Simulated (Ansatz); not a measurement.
`Cc1cc(-c2sc(C(F)(F)F)cc2C)sc1-c1cc(C)c(C(F)(F)F)s1`, relaxed as a singlet with RKS PBE-D4/def2-SVP in Ansatz, starting from the GFN2-xTB geometry. Force threshold 0.03 eV/Å.

Single mean-field runs in def2-SVP are fitted with def2-universal-jkfit.

Start:

```
atom   x (Å)   y (Å)   z (Å)
  C1  -0.771  -0.692  -3.157
  C2  -0.142  -0.505  -1.819
  C3   1.173  -0.896  -1.527
  C4   1.566  -0.657  -0.230
  C5   2.844  -0.933   0.341
  S6   4.131  -1.459  -0.712
  C7   5.219  -1.545   0.623
  C8   6.631  -1.959   0.424
  F9   7.256  -2.174   1.591
 F10   7.363  -1.034  -0.228
 F11   6.749  -3.092  -0.290
 C12   4.624  -1.191   1.799
 C13   3.267  -0.842   1.654
 C14   2.412  -0.433   2.804
 S15   0.277   0.086   0.665
 C16  -0.773   0.061  -0.725
 C17  -2.088   0.594  -0.595
 C18  -2.619   1.188   0.527
 C19  -3.949   1.614   0.379
 C20  -4.745   2.284   1.446
 C21  -4.420   1.338  -0.882
 C22  -5.784   1.613  -1.390
 F23  -6.130   2.912  -1.281
 F24  -5.937   1.285  -2.678
 F25  -6.735   0.934  -0.710
 S26  -3.251   0.561  -1.886
 H27  -0.069  -1.170  -3.834
 H28  -1.663  -1.313  -3.079
 H29  -1.073   0.266  -3.581
 H30   1.825  -1.354  -2.251
 H31   5.146  -1.184   2.739
 H32   2.119   0.612   2.713
 H33   2.954  -0.562   3.737
 H34   1.501  -1.030   2.838
 H35  -2.058   1.305   1.437
 H36  -5.714   1.803   1.561
 H37  -4.922   3.327   1.184
 H38  -4.213   2.245   2.393
```

| step | energy (eV) | largest force component (eV/Å) | SCF passes |
| --- | --- | --- | --- |
| 1 | -66547.2910 | 0.714 | 24 |
| 2 | -66547.5500 | 0.235 | 22 |
| 3 | -66547.5742 | 0.067 | 22 |
| 4 | -66547.5747 | 0.049 | 21 |
| 5 | -66547.5752 | 0.013 | 15 |

Force components are those of the run's own axes.

End:

Cartesian coordinates in Å:
```
C -0.774 -0.696 -3.205
C -0.142 -0.511 -1.856
C 1.188 -0.907 -1.559
C 1.597 -0.658 -0.249
C 2.887 -0.929 0.344
S 4.185 -1.468 -0.704
C 5.284 -1.588 0.632
C 6.708 -2.001 0.427
F 7.319 -2.209 1.616
F 7.423 -1.059 -0.239
F 6.803 -3.142 -0.299
C 4.683 -1.222 1.821
C 3.316 -0.841 1.680
C 2.460 -0.410 2.836
S 0.289 0.087 0.645
C -0.780 0.061 -0.742
C -2.113 0.597 -0.587
C -2.664 1.194 0.551
C -4.009 1.624 0.401
C -4.815 2.305 1.472
C -4.482 1.345 -0.880
C -5.849 1.628 -1.414
F -6.173 2.943 -1.306
F -5.951 1.286 -2.720
F -6.811 0.944 -0.737
S -3.296 0.568 -1.879
H -0.060 -1.155 -3.914
H -1.669 -1.353 -3.154
H -1.110 0.269 -3.639
H 1.846 -1.380 -2.303
H 5.216 -1.232 2.781
H 2.160 0.656 2.754
H 3.004 -0.531 3.792
H 1.523 -1.003 2.901
H -2.097 1.321 1.485
H -5.809 1.830 1.588
H -4.994 3.369 1.217
H -4.293 2.267 2.446
```

By distances, no bond broke or formed. The bond that changes most is C18–H35, from 1.08 to 1.10 Å (atoms count from 1).

No frequencies were taken in this run, so the end may be a saddle point.

It took 17 s on 2 threads of AMD EPYC 7R13 on a shared host and a share (18 GiB) of an NVIDIA H100 80GB HBM3.
